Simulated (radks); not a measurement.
Values are calculated unless marked as measured or tabulated.
How relativity changes the ionisation of neutral thulium ([Xe] 4f13 6s2) to Tm+ ([Xe] 4f13 6s1). Spin-unpolarised spherical Kohn-Sham, PBE, point nucleus unless stated (finite: rms radius 5.2256 fm), a radial shooting solver on a logarithmic mesh with Libxc functionals. A level marked "c x" has the speed of light scaled by that factor and shares open shells by 2j + 1; other Dirac levels either fill j = l - 1/2 first or share by 2j + 1.

\begin{tabular}{lrrrrr}
level & E(Tm) (hartree) & E(Tm+) (hartree) & IE (eV) & HOMO & <r> HOMO (bohr) \\ \hline
non-rel. & -12943.9098 & -12943.6904 & 5.969 & 6s & 4.286 \\
scalar-rel. & -13567.4694 & -13567.2321 & 6.457 & 4f & 0.8113 \\
scalar-rel., finite nucleus & -13566.0063 & -13565.7690 & 6.456 & 4f & 0.8113 \\
Dirac, 2j+1 shares & -13582.1631 & -13581.9257 & 6.461 & 4f7/2 & 0.8236 \\
Dirac, low j first & -13582.1820 & -13581.9445 & 6.461 & 4f7/2 & 0.8243 \\
Dirac, 2j+1 shares, finite nucleus & -13580.6890 & -13580.4516 & 6.460 & 4f7/2 & 0.8236 \\
Dirac, c x 2 & -13088.1331 & -13087.9102 & 6.067 & 6s1/2 & 4.217 \\
Dirac, c x 3 & -13006.9307 & -13006.7099 & 6.011 & 6s1/2 & 4.256 \\
Dirac, c x 5 & -12966.4052 & -12966.1853 & 5.984 & 6s1/2 & 4.275 \\
\end{tabular}

NIST Atomic Spectra Database: 6.184 eV (measured). The relativistic part of the total energy of Tm is -636.8 hartree (Dirac, 2j+1 shares, finite nucleus), 4.9 % of the non-relativistic value. Spin polarisation and multiplet splitting of open shells are left out at every level.

Beside tabulated values, note that relativity, absent from the non-relativistic runs, is large for the heavy elements, and spin-unpolarised runs miss the spin-polarisation part of the exchange energy of open shells.
